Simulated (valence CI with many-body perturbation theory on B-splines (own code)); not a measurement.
Results of a calculation; reference values are marked as such.
**Hyperfine factors and g values of Sn⁸⁺**

Level of theory: configuration interaction combined with many-body perturbation theory (CI+MBPT): six valence electrons over a frozen Dirac-Fock core [Kr], radial functions for each j: 7 s, 7 p, 8 d, 6 f, 4 g, 1 h, with the one-electron correlation potential Σ1, the two-electron term Σ2, the three-electron term Σ3, Breit, model QED; selected CI, second order for the rest, scaled by the run's own slope (own B-spline code, finite nucleus).

No measured spectrum was set against this ion. As an estimate, terms of the open shell hold to 2 to 4 % of their energy, and close levels can change places; different configurations can be misplaced against each other by 1,000 to 8,000 cm⁻¹. Among the levels kept, up to 720 cm⁻¹ of a level comes from second order outside the variational space, and about a tenth of that is noise between levels of different J, which matters for small intervals. Only levels of the ground parity were solved; by the run's estimate the other parity begins above the list, which can be wrong where configurations are misplaced.

A/g_I is the dipole constant over the nuclear g factor μ/I (μ in nuclear magnetons, uniformly magnetised nucleus), B/Q the quadrupole constant per barn. Both hold the static response of the core; the bare values leave it out. Large factors of s and p1/2 electrons are usually good to 5 to 10 %; those of open d and f shells near neutrality can be off by tens of per cent, and small factors of p3/2, d and f electrons come from cancelling terms and can be off by a factor of two or in sign, in half-filled shells by more. B is blank for J = 1/2, where it vanishes, and for nearly pure S terms. Energies count from the lowest level. Levels with J = 0 are left out.

Names give the largest LS component (configuration and term), which can be under half, so a name can repeat, a term be missing and a line seem to break the LS rules; names also repeat where a configuration has a term twice. Letters in brackets count levels of one name in rising energy.

```tsv
Level	E (eV)	g	A/g_I (MHz)	A/g_I bare	B/Q (MHz/b)	B/Q bare
4d6 5D_4	0.0000	1.482	386	887	2380	2240
4d6 5D_3	0.6199	1.489	123	615	525	496
4d6 5D_2	0.8199	1.487	171	662	-532	-491
4d6 5D_1	1.065	1.490	109	601	-800	-743
4d6 3H_4 [a]	2.984	1.023	1290	1290	1090	1020
4d6 3H_6	3.297	1.151	1310	1460	-1410	-1320
4d6 3H_5	3.327	1.095	1290	1380	481	453
4d6 3P_2	3.349	1.445	131	572	-549	-506
4d6 3F_3	3.875	0.989	1650	1630	895	836
4d6 3F_2 [a]	4.032	0.728	2360	2060	-456	-426
4d6 3H_4 [b]	4.140	1.012	1460	1460	-361	-333
4d6 3G_5	4.578	1.137	1330	1470	-1030	-956
4d6 3P_1 [a]	4.768	1.098	1090	1170	242	226
4d6 3G_4	4.833	1.068	1600	1670	-247	-228
4d6 3G_3	5.045	0.875	1990	1850	-184	-170
4d6 3D_2	5.162	1.172	1160	1340	830	782
4d6 3D_3	5.321	1.304	759	1060	-535	-507
4d6 1I_6	5.429	1.015	1640	1650	-2310	-2150
4d6 3D_1	5.524	0.922	1620	1520	194	188
4d6 1G_4	6.233	1.016	1700	1710	1010	956
4d6 1D_2	6.755	1.024	1560	1570	-952	-895
4d6 1F_3	6.873	1.018	1660	1670	-2620	-2440
4d6 3P_1 [b]	8.002	1.489	-147	323	-65.9	-65.6
4d6 3F_4	8.430	1.226	1050	1280	-3110	-2920
4d6 3F_2 [b]	8.514	0.684	2670	2330	-1610	-1510
```

Take the isotope of mass number 117, with I = 1/2, μ = -0.9995 μN. What is the hyperfine structure of 4d6 3H_5?

From the table A = -2590 MHz. Shifts from the centre of gravity in MHz: F = 9/2: 7770, F = 11/2: -6480.
